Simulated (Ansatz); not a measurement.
F$_{3}$GaH$_{3}$P (`[F][Ga-]([F])([F])[PH3+]`), relaxed with RKS PBE0-D4/def2-TZVP in Ansatz from a PBE-D4/def2-SVP geometry. The force threshold is 0.005 eV/Å; the program also tests the step.

The species carries charge 0 and has multiplicity 1.

Start:

```xyz
8

F    -0.603    0.430   -2.328
Ga    0.370   -0.556   -1.227
F    -0.158   -2.224   -0.962
F     2.113   -0.250   -1.196
P    -0.299    0.455    0.992
H    -1.252    1.517    0.982
H     0.726    1.043    1.791
H    -0.899   -0.415    1.949
```

Task: By how much does the energy fall, and how many steps does the optimiser take? (An estimate is asked.)

Result: Ansatz gave: 0.67 kcal/mol, in 5 steps, 1 of them rejected.

Task: Which bonds change most? (Best estimate.)

Result: Ansatz gave: Ga2–P5 from 2.528 to 2.493 Å; P5–H6 from 1.427 to 1.406 Å; P5–H7 from 1.427 to 1.406 Å; P5–H8 from 1.427 to 1.406 Å.

Task: Give the relaxed structure. (An estimate is asked.)

Result: Computed: 
```xyz
8

F    -0.598    0.434   -2.294
Ga    0.363   -0.548   -1.204
F    -0.158   -2.205   -0.958
F     2.090   -0.245   -1.175
P    -0.297    0.449    0.984
H    -1.237    1.494    0.958
H     0.722    1.032    1.759
H    -0.886   -0.410    1.929
```
